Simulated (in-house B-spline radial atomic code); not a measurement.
A run on La (an excited or competing configuration) that did not converge. Method: scalar-relativistic (X2C) wB97X, spin-polarised, spherical fractional occupations, exact exchange averaged over the configuration, Fermi nucleus of rms radius 4.855 fm; computed with an all-electron radial atomic-structure program (B-spline basis).

Command:
```bash
python run_scf.py task.json out
```
Settings (nuclear radius in fm, mass in u):
```
Z                57
configuration    [Xe] 5d1 6s1 7d1
hamiltonian      x2c
method           wb97x
spin_polarised   True
nucleus          fermi
rms_radius       4.855
atomic_mass      138.90636
speed_of_light   137.035999084
exact_exchange   averaged over the configuration
```

First and last ten iterations of the last attempt (damped for 15 steps, keeping 80 % of the old Fock matrix, then DIIS):
```
 iter        energy (Eh)    residual
    1       -8486.626782    4.88e-01
    2       -8490.003242    2.74e-01
    3       -8491.426397    1.82e-01
    4       -8492.090499    1.20e-01
    5       -8492.395732    7.92e-02
    6       -8492.536728    5.20e-02
    7       -8492.601857    3.56e-02
    8       -8492.632218    2.58e-02
    9       -8492.646485    1.88e-02
   10       -8492.653366    1.38e-02
  111       -8492.662806    3.31e-06
  112       -8492.662806    3.32e-06
  113       -8492.662806    3.78e-06
  114       -8492.662806    2.39e-06
  115       -8492.662806    2.38e-06
  116       -8492.662806    3.64e-06
  117       -8492.662806    3.65e-06
  118       -8492.662806    2.40e-06
  119       -8492.662806    3.12e-06
  120       -8492.662806    4.21e-06
 not converged after 120 iterations
```

The smallest residual met was 2.4e-06; the threshold is about 6e-07. Over the last five steps the energy moves by less than 1e-08 hartree, but the orbitals didn't meet the threshold. Time taken, with all properties: 52 s on 1 thread of Arm Neoverse N1 (shared host).
